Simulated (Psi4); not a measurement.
C$_{2}$F$_{4}$, singlet, at a GFN2-xTB geometry; MP2/def2-TZVP run with Psi4 1.11.

Input for Psi4:
```
memory 2 GB

molecule mol {
0 1
  C    -0.001053    0.002480    0.664375
  C     0.001053   -0.002480   -0.664375
  F     0.002738    1.101181    1.396572
  F    -0.007178   -1.090724    1.404739
  F     0.007178    1.090724   -1.404739
  F    -0.002738   -1.101181   -1.396572
}

set basis def2-tzvp
set reference rhf
set freeze_core true

energy('mp2')
print_variables()
```

Predict the main parts of the log of this Psi4 run.


```
    SCF Algorithm Type (re)set to DF.

   => Loading Basis Set <=

    Name: DEF2-TZVP
    Role: ORBITAL
    Keyword: BASIS

         ---------------------------------------------------------
                                   SCF
               by Justin Turney, Rob Parrish, Andy Simmonett
                          and Daniel G. A. Smith
                              RHF Reference
         ---------------------------------------------------------

  ==> Geometry <==

    Molecular point group: ci
    Full point group: Ci

    Geometry (in Angstrom), charge = 0, multiplicity = 1:

       Center              X                  Y                   Z               Mass
    ------------   -----------------  -----------------  -----------------  -----------------
         C           -0.001053000000     0.002480000000     0.664375000000    12.000000000000
         C            0.001053000000    -0.002480000000    -0.664375000000    12.000000000000
         F            0.002738000000     1.101181000000     1.396572000000    18.998403162730
         F           -0.007178000000    -1.090724000000     1.404739000000    18.998403162730
         F            0.007178000000     1.090724000000    -1.404739000000    18.998403162730
         F           -0.002738000000    -1.101181000000    -1.396572000000    18.998403162730

  Running in ci symmetry.

  Rotational constants: A =      0.18468  B =      0.10557  C =      0.06717 [cm^-1]
  Rotational constants: A =   5536.58189  B =   3164.88770  C =   2013.75868 [MHz]
  Nuclear repulsion =  243.612883393288627

  Charge       = 0
  Multiplicity = 1
  Electrons    = 48
  Nalpha       = 24
  Nbeta        = 24

  ==> Algorithm <==

  SCF Algorithm Type is DF.
  DIIS enabled.
  MOM disabled.
  Fractional occupation disabled.
  Guess Type is SAD.
  Energy threshold   = 1.00e-08
  Density threshold  = 1.00e-08
  Integral threshold = 1.00e-12

  ==> Primary Basis <==

  Basis Set: DEF2-TZVP
    Blend: DEF2-TZVP
    Number of shells: 66
    Number of basis functions: 186
    Number of Cartesian functions: 216
    Spherical Harmonics?: true
    Max angular momentum: 3

   => Loading Basis Set <=

    Name: (DEF2-TZVP AUX)
    Role: JKFIT
    Keyword: DF_BASIS_SCF

  ==> Integral Setup <==

  SCF_SUBTYPE=INCORE selected. In-core MEM_DF algorithm will be used.
  Using in-core AOs.

  ==> MemDFJK: Density-Fitted J/K Matrices <==

    J tasked:                   Yes
    K tasked:                   Yes
[...]
  @DF-RHF Final Energy:  -473.62764912781631
    Total Energy =                       -473.6276491278163121
[...]

  //>>>>>>>>>>>>>>>>>>>>>>>>>>>>>>>>>>>//
  //               DFMP2               //
  //<<<<<<<<<<<<<<<<<<<<<<<<<<<<<<<<<<<//

   => Loading Basis Set <=

    Name: (DEF2-TZVP AUX)
    Role: RIFIT
    Keyword: DF_BASIS_MP2

	 --------------------------------------------------------
	                          DF-MP2
	      2nd-Order Density-Fitted Moller-Plesset Theory

	        Rob Parrish, Justin Turney, Andy Simmonett,
	           Ed Hohenstein, and C. David Sherrill
	 --------------------------------------------------------

   => Auxiliary Basis Set <=

  Basis Set: (DEF2-TZVP AUX)
    Blend: DEF2-TZVP-RI
    Number of shells: 132
    Number of basis functions: 456
    Number of Cartesian functions: 570
    Spherical Harmonics?: true
    Max angular momentum: 4

	 --------------------------------------------------------
	                 NBF =   186, NAUX =   456
	 --------------------------------------------------------
	   CLASS    FOCC     OCC    AOCC    AVIR     VIR    FVIR
	   PAIRS       6      24      18     162     162       0
	 --------------------------------------------------------

	-----------------------------------------------------------
	 ==================> DF-MP2 Energies <====================
	-----------------------------------------------------------
	 Reference Energy          =    -473.6276491278163121 [Eh]
	 Singles Energy            =      -0.0000000000000000 [Eh]
	 Same-Spin Energy          =      -0.3408831985674296 [Eh]
	 Opposite-Spin Energy      =      -0.9474806769111942 [Eh]
	 Correlation Energy        =      -1.2883638754786237 [Eh]
	 Total Energy              =    -474.9160130032949496 [Eh]
	-----------------------------------------------------------
	 ================> DF-SCS-MP2 Energies <==================
	-----------------------------------------------------------
	 SCS Same-Spin Scale       =       0.3333333333333333 [-]
	 SCS Opposite-Spin Scale   =       1.2000000000000000 [-]
	 SCS Same-Spin Energy      =      -0.1136277328558099 [Eh]
	 SCS Opposite-Spin Energy  =      -1.1369768122934329 [Eh]
	 SCS Correlation Energy    =      -1.2506045451492429 [Eh]
	 SCS Total Energy          =    -474.8782536729655703 [Eh]
	-----------------------------------------------------------

  Variable Map:
  ----------------------------------------------------------------------------
[...]
  Array Variable Map:
  ----------------------------------------------------------------------------
[...]
[...]
```
